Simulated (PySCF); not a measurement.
## Unknown compound

Molecular formula: C5H10FPSi. Simulated spectra:

¹H NMR (400 MHz, computed): δ 7.15 (m, 1H), 6.01 (m, 1H), 5.51 (m, 1H), 5.46 (m, 1H), 4.93 (m, 1H), 1.05 (m, 2H), 0.53 (m, 3H).

¹³C{¹H} NMR (computed): δ 175.3 (C), 135.7 (CH), 132.9 (CH), 125.0 (CH2), 0.6 (CH3).

All values are calculated (PySCF 2.14.0 with density-fitted response routines): GFN2-xTB structure, PBE0/pcSseg-1 with gauge-including orbitals. Gas phase, fast rotation and ring inversion assumed for equivalent nuclei, non-relativistic, one computed conformer.

Chemical shifts δ = σref − σ; ¹H and ¹³C against TMS, all at this level.

Problem. Which of these isomers gave the spectra?
A. C=C[C@@H]1C[Si@@H](P)[C@H]1F
B. C=C[C@@H]1C[Si@H](P)[C@@H]1F
C. C=C/C=C(\F)[Si@@H](C)P
D. C=C/C=C(/F)[Si@@H](C)P
E. C=C[C@@H]1C[Si@@H](P)[C@@H]1F

Solution. C. 

- 5 carbon signals for 5 carbons: no two carbons are equivalent.
- Carbon types of the structure: 1 × C, 2 × CH, 1 × CH2, 1 × CH3, leaving 3 H on heteroatoms.
- δC 175.3: fully substituted alkene carbon.
- δC 135.7, 132.9: alkene CH; as expected for a trigonal carbon in a double bond.
- δC 125.0: terminal =CH2 carbon; an sp2 carbon of a C=C bond.
- δC 0.6: methyl carbon bonded to Si; an electropositive neighbour leaves it electron-rich and shielded.
- δH 0.53: hydrogen on a methyl carbon bonded to Si; an electropositive neighbour shields it, as in TMS itself.

The others: C=C[C@@H]1C[Si@@H](P)[C@H]1F would give 9 signals for carbon-bound and other non-exchanging H, not 7; C=C[C@@H]1C[Si@H](P)[C@@H]1F would give 9 signals for carbon-bound and other non-exchanging H, not 7; C=C/C=C(/F)[Si@@H](C)P has carbons computed at 181.5, 138.7, 135.8, 125.2, -0.6; C=C[C@@H]1C[Si@@H](P)[C@@H]1F would give 9 signals for carbon-bound and other non-exchanging H, not 7.

Splittings by ¹⁹F and ³¹P in the carbon and heteronuclear signals aren't shown, as no couplings were computed. Shifts are as computed. Against solution values, carbons near 30 ppm lie about +3 ppm off and those near 130 ppm about +5 ppm. Of 1309 compounds with measured shifts, 239 miss one by over three times the rms of a fit or turn the order of signals round; such compounds aren't used in these exercises. Multiplicities follow the n + 1 count of equivalent neighbours, as no J values were calculated; m marks all less simple cases, F and P coupling included.
